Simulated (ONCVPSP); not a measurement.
## Pseudopotential generation for Tm: ONCV, PBEsol, fully relativistic.

| Item | Value |
| --- | --- |
| Element | thulium (Tm) |
| Generator | ONCVPSP 4.0.1 |
| Type | optimised norm-conserving Vanderbilt (ONCV) |
| Functional | PBEsol |
| Relativity | fully relativistic |
| Frozen core | [Xe] |
| Valence charge | 15 |
| Reference configuration | 4f13 6s1.75 (charge +0.25) |
| Partial waves | 6s: rc 3.55 bohr, ncon 4, nbas 8, qcut 2.4 1/bohr, 1 projector; p scattering state at 0.31 Ha: rc 3.55 bohr, ncon 3, nbas 7, qcut 1.9 1/bohr, 2 projectors, debl 2.2 Ha; d scattering state at 0.09 Ha: rc 2.75 bohr, ncon 4, nbas 7, qcut 2.7 1/bohr, 2 projectors, debl 1.5 Ha; 4f: rc 1.25 bohr, ncon 4, nbas 9, qcut 13.6 1/bohr, 1 projector |
| Local potential | polynomial inside 1.15 bohr (lpopt 5, dvloc0 2 Ha) |
| Core correction | none |

Open shells are filled in proportion to 2j + 1.

In the p channel the program set the typed energies aside and used 0.050, 2.250 Ha (j = l + 1/2; the other j can differ). In the d channel the program set the typed energies aside and used 0.050, 1.550 Ha (j = l + 1/2; the other j can differ).

Poles of the logarithmic derivatives, all-electron (AE) and pseudo (PS). s: poles at 0.3, 2.6 (AE) and -0.1, 0.4, 2.6 (PS) Ha. p3/2: poles at -1.0, 0.8, 3.3 (AE) and 0.8, 2.8, 4.2 (PS) Ha. p1/2: poles at -1.2, 0.7, 3.1 (AE) and 0.6, 2.8, 4.2 (PS) Ha. d5/2: poles at 0.4, 3.3 (AE) and 0.4, 3.4 (PS) Ha. d3/2: poles at 0.4, 3.3 (AE) and 0.4, 3.4 (PS) Ha. f7/2: poles at 0.5 (AE) and 0.5 (PS) Ha. f5/2: poles at 0.4 (AE) and 0.4 (PS) Ha. Test radii: s 3.61, p3/2 3.61, p1/2 3.61, d5/2 2.79, d3/2 2.79, f7/2 1.27, f5/2 1.27 bohr.

- Cutoffs needed: 81 Ha and 98 Ha (the cutoffs (Ha) at which the residual kinetic energy of the hardest occupied pseudo-wave falls to 1 and 0.1 mHa per electron)
- Ghost test: ghosts flagged at negative energy: s at -218.8 eV, p3/2 at -35.6 eV, p1/2 at -29.0 eV, s at -1.56 eV (a further GHOST(-) flag falls on a real empty level of the atom); GHOST(+) flagged for p3/2 at 83.2 eV, d5/2 at 213.3 eV, d3/2 at 218.5 eV; a true bound ghost makes a file unfit for plane-wave use
- Configuration tests: tests left out (the all-electron energies of this program are off by 10 to 40 meV for near-neutral 4f atoms)
